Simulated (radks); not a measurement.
Values are calculated unless marked as measured or tabulated.
Problem. All-electron atom: Cr+ in [Ne] 3s2 3p5.5 3d5 4s0.5 (fractional occupations, a model configuration). Level of theory: Dirac Kohn-Sham, PBE, spin-unpolarised, spherical densities, point nucleus; open shells fill j = l - 1/2 first (a radial shooting solver on a logarithmic mesh with Libxc functionals).

Spin-orbit splittings of the eigenvalues, e(l+1/2) - e(l-1/2), with zeta = 2 splitting/(2l+1) and mean radii in bohr:

shell  occ.  splitting (eV)  zeta (eV)  <r> j=l-1/2  <r> j=l+1/2
2p        6           8.659      5.773       0.2578       0.2606
3p      5.5           1.026     0.6839       0.9548       0.9637
3d        5               ?          ?        1.317        1.323

Estimate the 3d splitting.

Solution. 0.08765 eV (zeta = 0.03506 eV).
